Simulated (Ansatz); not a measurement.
`C[NH][In]([Cl])[Cl]` + `[SiH3][SiH2][SiH3]` → `C[SiH]([SiH3])[SiH3]` + `[NH2][In]([Cl])[Cl]`  (formal exchange of groups at a C–N bond)

Computed with Ansatz on PBE0-D4/def2-TZVP structures; ΔE is electronic, products minus reactants. CCSD(T)/CBS is the MP2 limit (def2-TZVPP, def2-QZVPP) plus CCSD(T) − MP2 in def2-TZVPP, frozen cores. Functionals use def2-TZVPP. HSE06 is defined as in plane-wave codes. Elements past krypton have def2 core potentials. For In outer-core shells are correlated without core-valence functions, which leaves a few kJ/mol of doubt a bond. One conformer a species, not always the lowest.

`C[NH][In]([Cl])[Cl]`:

```xyz
9

C     0.398    1.321    0.302
N     0.394    0.154   -0.557
In   -0.541   -1.552   -0.153
Cl   -1.259   -1.963    2.005
Cl   -0.776   -3.230   -1.718
H     1.378    1.811    0.285
H     0.205    1.028    1.336
H    -0.358    2.067    0.027
H     0.558    0.365   -1.529
```

`[SiH3][SiH2][SiH3]`:

Z-matrix (Å, degrees):
```
Si
Si 1 2.338
H 1 1.488 2 109.8
H 1 1.488 2 111.3 3 120.4
H 1 1.488 2 109.8 3 -119.2
Si 2 2.338 1 110.3 3 59.6
H 2 1.490 1 109.6 3 -179.6
H 2 1.490 1 109.6 3 -61.1
H 6 1.488 2 109.8 1 -59.5
H 6 1.488 2 109.8 1 59.7
H 6 1.488 2 111.3 1 -179.9
```

`C[SiH]([SiH3])[SiH3]`:

```xyz
14

C     1.439   -0.594    1.195
Si   -0.245   -0.026    0.571
Si   -1.110   -1.522   -1.006
Si   -0.109    2.093   -0.413
H     1.833    0.105    1.935
H     1.367   -1.580    1.660
H     2.153   -0.657    0.371
H    -1.207    0.054    1.710
H    -2.451   -1.075   -1.471
H    -1.240   -2.894   -0.439
H    -0.205   -1.596   -2.188
H    -1.448    2.536   -0.890
H     0.813    2.052   -1.582
H     0.409    3.106    0.548
```

`[NH2][In]([Cl])[Cl]`:

Cartesian coordinates in Å:
```
N -0.416 -0.966 0.689
In 0.350 0.586 -0.313
Cl -0.234 2.758 0.206
Cl 2.021 0.299 -1.879
H -0.387 -1.855 0.210
H -1.334 -0.822 1.086
```

(1) Is it downhill or uphill in electronic energy at CCSD(T)/CBS, and by how much? (An estimate is asked.)

(2) What do these levels give: LDA (SPW92), HSE06-D4, ωB97M-V, PBE-QIDH, r2SCAN0, LC-ωPBE? (An estimate is asked.)

Largest T1 diagnostic among the species: 0.013.

Results:

(1) The calculation gave: Downhill: ΔE = -79.0 kJ/mol.

(2) The calculation gave: LDA (SPW92) -74.7, HSE06-D4 -80.1, ωB97M-V -81.3, PBE-QIDH -80.2, r2SCAN0 -81.7, LC-ωPBE -78.6 kJ/mol.

Leaving LDA and LC-ωPBE aside and taking each functional with its dispersion term where it has one, the values, not all of them listed here, spread over 6.8 kJ/mol, from B97M-V to CAM-B3LYP-D4. LDA lies +3.1 kJ/mol from PBE without D4. In def2-TZVPP, CCSD(T) changes the Hartree–Fock value by −7.2 kJ/mol (the triples alone add −1.0 kJ/mol) and MP2 by −12.0 kJ/mol.
